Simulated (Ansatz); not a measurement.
# C3H9PSi: where a starting geometry ends

The starting geometry of this gas-phase singlet was optimised with GFN2-xTB; its bonds are those of `P[SiH2]C1CC1`.

```xyz
14

C     0.6531    0.0471   -1.0109
C     2.1034    0.3293   -1.2945
C     1.3840    1.1232   -0.2573
P     0.0767   -3.3181   -1.5302
Si    0.1519   -1.5541   -0.1420
H    -0.6478   -2.6758   -2.5175
H     1.2778   -3.0409   -2.1574
H     1.1370   -1.8767    0.8965
H    -1.1837   -1.3969    0.4451
H    -0.0381    0.4051   -1.7668
H     2.3600    0.8097   -2.2274
H     2.8398   -0.3889   -0.9647
H     1.6254    0.9443    0.7792
H     1.1412    2.1532   -0.4724
```

Q: Where would you expect an optimisation with B3LYP-D3(BJ)/def2-SVP to take it?

A: It keeps its bonds, and is `P[SiH2]C1CC1`.

The energy falls by 0.11 eV over 7 steps:

| step | E − E(last) (eV) |
| --- | --- |
| 1 | 0.107 |
| 2 | 0.017 |
| 3 | 0.003 |
| 4 | 0.000 |
| 5 | 0.000 |
| 6 | 0.000 |
| 7 | 0.000 |

Final geometry (Å):

```
atom    x (Å)    y (Å)    z (Å)
   C   0.6521   0.0428  -1.0103
   C   2.1170   0.3271  -1.2836
   C   1.3874   1.1336  -0.2511
   P   0.0695  -3.3577  -1.5438
  Si   0.1489  -1.5455  -0.1616
   H  -0.7139  -2.6798  -2.5309
   H   1.3096  -3.0320  -2.1784
   H   1.1541  -1.8446   0.9031
   H  -1.1977  -1.4196   0.4718
   H  -0.0438   0.3957  -1.7808
   H   2.3737   0.8064  -2.2326
   H   2.8606  -0.3999  -0.9404
   H   1.6279   0.9619   0.8029
   H   1.1355   2.1720  -0.4846
```

No frequencies were run, so the end isn't proven a minimum. Run with Ansatz 0.2.0, 34 s on 2 threads of Intel(R) Xeon(R) Processor @ 2.70GHz, with other jobs on the host.
